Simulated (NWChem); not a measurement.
Program: NWChem. System: OPb, charge 0, spin multiplicity 1, at a geometry optimised with B3LYP/def2-SVP with def2 effective core potentials on Pb. The structure started from a generated list of species. Level: RHF/def2-SVP with def2 effective core potentials on Pb.

The NWChem input:

```
start mol
memory heap 200 mb stack 900 mb global 1100 mb
geometry units angstroms nocenter noautoz
  Pb     0.000000     0.000000     0.172787
  O      0.000000     0.000000    -1.771069
  symmetry group C2v
end
basis spherical
  * library def2-svp
end
ecp
  Pb library def2-ecp
end
scf
  rhf
  nopen 0
  maxiter 100
  thresh 1e-7
  semidirect memsize 60000000 filesize 0
end
task scf energy
```

Part of the output:

```
             Northwest Computational Chemistry Package (NWChem) 7.3.0
             --------------------------------------------------------

                                NWChem Input Module
                                -------------------

 Scaling coordinates for geometry "geometry" by  1.889725989
 (inverse scale =  0.529177249)

 Turning off AUTOSYM since
 SYMMETRY directive was detected!

                             Geometry "geometry" -> ""
                             -------------------------

 Output coordinates in angstroms (scale by  1.889725989 to convert to a.u.)

  No.       Tag          Charge          X              Y              Z
 ---- ---------------- ---------- -------------- -------------- --------------
    1 Pb                  82.0000     0.00000000     0.00000000     0.17278700
    2 O                    8.0000     0.00000000     0.00000000    -1.77106900

 Effective nuclear repulsion energy (a.u.)     178.5833288802

            Nuclear Dipole moment (a.u.)
            ----------------------------
        X                 Y               Z
 ---------------- ---------------- ----------------
     0.0000000000     0.0000000000    -0.0000340151

      Symmetry information
      --------------------

 Group name             C2v
 Group number             16
 Group order               4
 No. of unique centers     2

      Symmetry unique atoms

     1    2


 Summary of "ao basis" -> "" (spherical)
 ------------------------------------------------------------------------------
       Tag                 Description            Shells   Functions and Types
 ---------------- ------------------------------  ------  ---------------------
 *                          def2-svp                  on all atoms

 Summary of "ao basis" -> "ao basis" (spherical)
 ------------------------------------------------------------------------------
       Tag                 Description            Shells   Functions and Types
 ---------------- ------------------------------  ------  ---------------------
 Pb                         def2-svp                10       26   4s4p2d
 O                          def2-svp                 6       14   3s2p1d

                                 NWChem SCF Module
                                 -----------------

  ao basis        = "ao basis"
  functions       =    40
  atoms           =     2
  closed shells   =    15
  open shells     =     0
  charge          =   0.00
  wavefunction    = RHF
  use symmetry    = T
  symmetry adapt  = T

 Summary of "ao basis" -> "ao basis" (spherical)
 ------------------------------------------------------------------------------
       Tag                 Description            Shells   Functions and Types
 ---------------- ------------------------------  ------  ---------------------
 Pb                         def2-svp                10       26   4s4p2d
 O                          def2-svp                 6       14   3s2p1d

      Symmetry analysis of basis
      --------------------------

        a1         19
        a2          3
        b1          9
        b2          9

 Forming initial guess at       0.1s

      Superposition of Atomic Density Guess
      -------------------------------------

 Sum of atomic energies:        -294.05124714

      Non-variational initial energy
      ------------------------------

 Total energy =    -266.258874
 1-e energy   =    -534.404684
 2-e energy   =     220.233210
 HOMO         =      -0.352571
 LUMO         =      -0.042809

      Symmetry analysis of molecular orbitals - initial
      -------------------------------------------------

 !! scf_movecs_sym_adapt:   22 vectors were symmetry contaminated

  Symmetry fudging

 !! scf_movecs_sym_adapt:   20 vectors were symmetry contaminated

  Numbering of irreducible representations:

     1 a1          2 a2          3 b1          4 b2

  Orbital symmetries:

     1 a1          2 a1          3 a1          4 b2          5 b1
     6 a1          7 b1          8 b2          9 a1         10 a2
    11 a1         12 a1         13 b1         14 b2         15 a1
    16 b1         17 b2         18 a1         19 a1         20 b2
    21 b1         22 a1         23 a1         24 a2         25 b2

 Starting SCF solution at       0.4s

 ----------------------------------------------
         Quadratically convergent ROHF

 Convergence threshold     :          1.000E-07
 Maximum no. of iterations :          100
 Final Fock-matrix accuracy:          1.000E-09
 ----------------------------------------------

              iter       energy          gnorm     gmax       time
             ----- ------------------- --------- --------- --------
                 1     -266.3316340621  1.81D+00  6.66D-01      0.4
                 2     -266.5280127206  4.55D-01  1.62D-01      0.4
                 3     -266.5535553816  4.23D-01  1.91D-01      0.4
                 4     -266.5643835949  1.26D-01  5.42D-02      0.4
                 5     -266.5654010301  9.11D-03  3.17D-03      0.4
                 6     -266.5654228825  7.85D-05  2.45D-05      0.4
                 7     -266.5654228831  3.10D-09  1.03D-09      0.4

       Final RHF  results
       ------------------

         Total SCF energy =   -266.565422883129
      One-electron energy =   -535.621019060101
      Two-electron energy =    221.142995745692
 Nuclear repulsion energy =     47.912600431280

        Time for solution =      0.1s

       Symmetry analysis of molecular orbitals - final
       -----------------------------------------------

  Numbering of irreducible representations:

     1 a1          2 a2          3 b1          4 b2

  Orbital symmetries:

     1 a1          2 a1          3 b2          4 b1          5 a1
     6 a1          7 a1          8 a2          9 b2         10 b1
    11 a1         12 a1         13 b1         14 b2         15 a1
    16 b1         17 b2         18 a1         19 a1         20 b2
    21 b1         22 a1         23 a1         24 a2         25 b2

             Final eigenvalues
             -----------------

              1
    1  -20.4797
    2   -6.2003
    3   -3.8880
    4   -3.8880
    5   -3.8758
    6   -1.1838
    7   -1.1116
    8   -1.1116
    9   -1.0999
   10   -1.0999
   11   -1.0362
   12   -0.5900
   13   -0.3709
   14   -0.3709
   15   -0.3609
   16    0.0188
   17    0.0188
   18    0.1303
   19    0.2914
   20    0.3456
   21    0.3456
   22    0.4443
   23    0.4543
   24    0.4543
   25    0.5291

                       ROHF Final Molecular Orbital Analysis
                       -------------------------------------

 Vector   13  Occ=2.000000D+00  E=-3.709195D-01  Symmetry=b1
              MO Center= -2.3D-16, -6.3D-32, -1.5D+00, r^2= 1.3D+00
   Bfn.  Coefficient  Atom+Function         Bfn.  Coefficient  Atom+Function
  ----- ------------  ---------------      ----- ------------  ---------------
    30      0.550911  2 O  px                33      0.456730  2 O  px
    11      0.199815  1 Pb px                14      0.169478  1 Pb px

 Vector   14  Occ=2.000000D+00  E=-3.709195D-01  Symmetry=b2
              MO Center= -3.0D-32, -1.6D-17, -1.5D+00, r^2= 1.3D+00
   Bfn.  Coefficient  Atom+Function         Bfn.  Coefficient  Atom+Function
  ----- ------------  ---------------      ----- ------------  ---------------
    31      0.550911  2 O  py                34      0.456730  2 O  py
    12      0.199815  1 Pb py                15      0.169478  1 Pb py

 Vector   15  Occ=2.000000D+00  E=-3.608732D-01  Symmetry=a1
              MO Center=  1.7D-15, -1.4D-16, -6.8D-01, r^2= 3.0D+00
   Bfn.  Coefficient  Atom+Function         Bfn.  Coefficient  Atom+Function
  ----- ------------  ---------------      ----- ------------  ---------------
    32      0.475185  2 O  pz                13     -0.402209  1 Pb pz
    35      0.389135  2 O  pz                 4     -0.337778  1 Pb s
     1      0.168374  1 Pb s                  3     -0.167433  1 Pb s
    10      0.150308  1 Pb pz

 Vector   16  Occ=0.000000D+00  E= 1.876294D-02  Symmetry=b1
              MO Center=  9.5D-16,  2.8D-31,  1.1D-01, r^2= 4.3D+00
   Bfn.  Coefficient  Atom+Function         Bfn.  Coefficient  Atom+Function
  ----- ------------  ---------------      ----- ------------  ---------------
    14      0.732286  1 Pb px                11      0.347377  1 Pb px
    33     -0.274636  2 O  px                30     -0.239009  2 O  px

 Vector   17  Occ=0.000000D+00  E= 1.876294D-02  Symmetry=b2
              MO Center=  9.1D-32,  1.1D-15,  1.1D-01, r^2= 4.3D+00
   Bfn.  Coefficient  Atom+Function         Bfn.  Coefficient  Atom+Function
  ----- ------------  ---------------      ----- ------------  ---------------
    15      0.732286  1 Pb py                12      0.347377  1 Pb py
    34     -0.274636  2 O  py                31     -0.239009  2 O  py

 Vector   18  Occ=0.000000D+00  E= 1.302933D-01  Symmetry=a1
              MO Center=  2.6D-16, -1.2D-15,  1.9D-01, r^2= 5.8D+00
   Bfn.  Coefficient  Atom+Function         Bfn.  Coefficient  Atom+Function
  ----- ------------  ---------------      ----- ------------  ---------------
    16      1.122241  1 Pb pz                29      0.538317  2 O  s
     3     -0.249361  1 Pb s                  4     -0.240119  1 Pb s
    35      0.223589  2 O  pz                32      0.215329  2 O  pz
    19     -0.202176  1 Pb d  0               1      0.170097  1 Pb s

 center of mass
 --------------
 x =   0.00000000 y =   0.00000000 z =   0.06418768

 moments of inertia (a.u.)
 ------------------
         200.414595846226           0.000000000000           0.000000000000
           0.000000000000         200.414595846226           0.000000000000
           0.000000000000           0.000000000000           0.000000000000

  Mulliken analysis of the total density
  --------------------------------------

    Atom       Charge   Shell Charges
 -----------   ------   -------------------------------------------------------
    1 Pb  22    21.20   2.99 -0.95  1.19  0.65  3.36  2.64  0.83  0.41  9.75  0.34
    2 O    8     8.80   1.99  1.09  0.85  2.64  2.22  0.01

       Multipole analysis of the density wrt the origin
       ------------------------------------------------

     L   x y z        total         open         nuclear
     -   - - -        -----         ----         -------
     0   0 0 0      0.000000      0.000000     30.000000

     1   1 0 0     -0.000000      0.000000      0.000000
     1   0 1 0      0.000000      0.000000      0.000000
     1   0 0 1      2.268503      0.000000    -19.591239

     2   2 0 0    -22.010734      0.000000      0.000000
     2   1 1 0      0.000000      0.000000      0.000000
     2   1 0 1     -0.000000      0.000000      0.000000
     2   0 2 0    -22.010734      0.000000      0.000000
     2   0 1 1      0.000000      0.000000      0.000000
     2   0 0 2    -32.936278      0.000000     91.955980

 Task  times  cpu:        0.4s     wall:        0.4s

 Total times  cpu:        0.4s     wall:        0.4s
```
